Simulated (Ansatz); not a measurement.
Relaxation of CH4BClSi (8 atoms, charge 0, multiplicity 1), to a largest force component of 0.02 eV/Å in at most 50 steps.

These are results of RKS B3LYP/STO-3G in Ansatz 0.2.0, not measurements.

```xyz
8
Properties=species:S:1:pos:R:3:forces:R:3
C -0.019 1.503 -0.302 0.39 -0.50 0.03
B 0.378 0.014 -0.115 -0.04 -1.11 0.54
Si 0.148 -1.660 0.561 0.18 1.53 0.81
Cl -0.905 -3.042 -0.541 -0.60 -0.74 -0.95
H -0.833 1.516 -1.031 -0.47 -0.02 -0.41
H -0.410 1.980 0.598 -0.19 0.14 0.48
H 0.763 2.150 -0.705 0.39 0.19 -0.19
H 0.877 -2.462 1.536 0.33 0.50 -0.30
```

**Question.** Where does it end, and by what steps?

**Answer.** The run converged. Limits of this set-up: minimal basis. After 8 steps the energy has fallen by 0.394 eV; Si3 moved furthest, 0.43 Å.

| step | energy less start (eV) | largest force component (eV/Å) | accepted |
| --- | --- | --- | --- |
| 0 | 0.0000 | 1.528 | yes |
| 1 | -0.2499 | 0.765 | yes |
| 2 | -0.3220 | 1.876 | yes |
| 3 | -0.3726 | 0.824 | yes |
| 4 | -0.3867 | 0.429 | yes |
| 5 | -0.3776 | 0.384 | no |
| 6 | -0.3779 | 0.493 | no |
| 7 | -0.3936 | 0.051 | yes |
| 8 | -0.3938 | 0.016 | yes |

```xyz
8
Properties=species:S:1:pos:R:3
C -0.019 1.440 -0.298
B 0.261 -0.048 0.012
Si -0.173 -1.644 0.843
Cl -0.758 -2.954 -0.752
H -0.874 1.489 -1.000
H -0.307 2.016 0.598
H 0.829 1.954 -0.781
H 1.041 -2.253 1.378
```

Time of the run: 25 s on 1 CPU thread of a shared host.
